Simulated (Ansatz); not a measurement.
Gas-phase electronic energies from Ansatz, PBE0-D4/def2-TZVP geometries. CBS: MP2 limit from def2 TZ/QZ plus the TZ coupled-cluster correction, frozen cores. This one scheme is used for every species. Functionals use def2-TZVPP. For Se outer-core shells are correlated without core-valence functions, which leaves a few kJ/mol of doubt a bond. Scalar relativity is left out up to krypton. One conformer a species, not always the lowest.

`CC[Se]BF` + `C#C` → `C#C[Se]BF` + `CC`  (formal exchange of groups at the Se–C bond)

`CC[Se]BF`:

```xyz
11

C    -0.801    1.166    0.472
C    -0.946   -0.295    0.110
Se    0.071   -0.794   -1.496
B     1.814   -1.020   -0.726
F     2.020   -0.852    0.574
H    -1.422    1.401    1.341
H    -1.111    1.813   -0.351
H     0.233    1.408    0.721
H    -1.979   -0.553   -0.127
H    -0.609   -0.949    0.913
H     2.730   -1.324   -1.431
```

`C#C`:

```xyz
4

C    -0.242    0.457    0.302
C     0.242   -0.457   -0.302
H    -0.674    1.269    0.838
H     0.674   -1.269   -0.838
```

`C#C[Se]BF`:

```xyz
7

C    -0.997    0.720    1.798
C    -0.946    0.379    0.646
Se   -0.961   -0.122   -1.110
B     0.913   -0.573   -1.347
F     1.785   -0.471   -0.373
H    -1.032    1.020    2.819
H     1.239   -0.951   -2.432
```

`CC`:

Cartesian coordinates in Å:
```
C 0.037 -0.316 0.690
C -0.037 0.316 -0.690
H 0.157 -1.400 0.626
H 0.882 0.075 1.262
H -0.869 -0.119 1.267
H -0.157 1.400 -0.626
H -0.882 -0.075 -1.262
H 0.869 0.119 -1.267
```

Q: Is it downhill or uphill in electronic energy at CCSD(T)/CBS, and by how much? (An estimate is asked.)

A: Computed: Uphill: ΔE = +0.09 eV.

Q: What do these levels give: PBE-D4, PBE0-D4, PBE0, HF/def2-QZVPP, MP2/def2-QZVPP, SCS-MP2/def2-QZVPP? (Estimate.)

A: The calculation gave: PBE-D4 -0.03, PBE0-D4 -0.01, PBE0 -0.03, HF/def2-QZVPP -0.01, MP2/def2-QZVPP 0.04, SCS-MP2/def2-QZVPP 0.03 eV.

Largest T1 diagnostic among the species: 0.013.

The D4 term adds +0.04 eV with B3LYP and +0.02 eV with PBE0; it sums over pairs of atoms, weighted by their polarisabilities, and B3LYP, whose exchange is more repulsive, gets the larger term.

B3LYP here is the variant with VWN-RPA as its local correlation; programs differ in this.
